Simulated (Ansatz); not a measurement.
Total energies of C2H8GeS, SMILES `[CH3][GeH]([CH3])[SH]`.

```xyz
12

C    -1.321    0.390    1.166
Ge    0.375   -0.129    0.362
C     0.589    0.602   -1.434
S     0.307   -2.363    0.269
H    -1.421   -0.047    2.160
H    -1.376    1.476    1.254
H    -2.150    0.047    0.545
H     1.564    0.291    1.252
H     0.602    1.694   -1.398
H     1.524    0.258   -1.877
H    -0.238    0.277   -2.066
H     1.545   -2.495   -0.234
```

The species carries charge 0 and has multiplicity 1. Correlated methods include outer-core shells of Ge, which these sets cover unevenly. Scalar relativity is left out up to krypton. All single points use the PBE0-D4/def2-TZVP geometry. It is one conformer, not always the lowest. Basis def2-TZVPP, the Gaussian-basis code of Ansatz.

RPA on PBE orbitals: Hartree–Fock energy of these orbitals -2553.31938 Eh, correlation -1.33979 Eh (frozen core).

| functional | energy without D4 (Eh) | D4 term (kJ/mol) |
| --- | --- | --- |
| LDA (SPW92) | -2550.98436 | – |
| PBE | -2555.69625 | -24.6 |
| revPBE | -2556.04684 | -68.7 |
| BLYP | -2556.29864 | -52.8 |
| B97M-V | -2555.82207 | – |
| PBE0 | -2555.80473 | -21.1 |
| B3LYP | -2556.37942 | -39.7 |
| r2SCANh | -2556.20806 | -6.6 |
| BHLYP | -2556.23027 | -32.0 |
| CAM-B3LYP | -2556.38684 | -21.6 |
| ωB97X-V | -2556.03589 | – |
| ωB97M-V | -2556.10898 | – |
| B2PLYP | -2555.72974 | – |
| PBE-QIDH | -2555.38565 | – |

Q: Give the same for r2SCAN, r2SCAN0, HSE06 (plane-wave form), LC-ωPBE. (Estimate.)

A: Ansatz gave: 
```json
{"functional": "r2SCAN", "energy without D4 (Eh)": "-2556.21968", "D4 term (kJ/mol)": "-6.2"}
{"functional": "r2SCAN0", "energy without D4 (Eh)": "-2556.19195", "D4 term (kJ/mol)": "-7.3"}
{"functional": "HSE06 (plane-wave form)", "energy without D4 (Eh)": "-2555.79228", "D4 term (kJ/mol)": "-19.8"}
{"functional": "LC-ωPBE", "energy without D4 (Eh)": "-2555.87738", "D4 term (kJ/mol)": "–"}
```

B3LYP takes the VWN-RPA correlation (the form of Gaussian; ORCA's B3LYP/G). HSE06 is the plane-wave form, built on full-range PBE exchange. The double hybrids freeze the cores in their second-order part.

LC-ωPBE has ω = 0.4 bohr⁻¹.
